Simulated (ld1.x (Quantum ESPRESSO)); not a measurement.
# Transferability test, TM potential for fluorine (F)

fluorine, norm-conserving Troullier–Martins (Kleinman–Bylander form), made with ld1.x (Quantum ESPRESSO) 7.5 (LDA (PZ), scalar-relativistic). Core [He], reference 2s2 2p3 (charge +2). Waves: 2s (bound): rc 0.55 bohr; 3d channel at 0.2 Ry: rc 1.10 bohr; 2p (bound): rc 1.30 bohr. Local part: the p channel. Core correction: none.

Energies are relative to the spin-unpolarised reference configuration 2s2 2p3; without spin polarisation the order of configurations can differ from experiment. Spin-polarised rows fill each open shell by Hund’s rule, majority spin first.

| valence configuration | charge | ΔE all-electron (eV) | error AE − PS (meV) |
| --- | --- | --- | --- |
| 2s2 2p5 | 0 | -58.067 | +2.3 |
| 2s2 2p4 | +1 | -38.512 | +23 |
| 2s2 2p2 | +3 | 60.732 | +115 |
| 2s1 2p5 | +1 | -19.857 | +173 |
| 2s2 2p4.5 | +0.5 | -50.437 | +21 |
| 2s2 2p5.3 | -0.3 | -60.793 | -16 |
| 2s2 2p3 (spin-polarised) | +2 | -5.101 | +430 |
| 2s2 2p5 (spin-polarised) | 0 | -58.447 | +31 |

(1) What are ΔE and the potential's error for 2s1 2p6?

Levels in the configuration 2s2 2p4:

| level | all-electron (eV) | pseudo (eV) |
| --- | --- | --- |
| 2s | -47.071 | -46.969 |
| 2p | -28.455 | -28.467 |

## Answers

(1) ΔE = -39.677 eV all-electron; the error (AE − PS) is +180 meV.
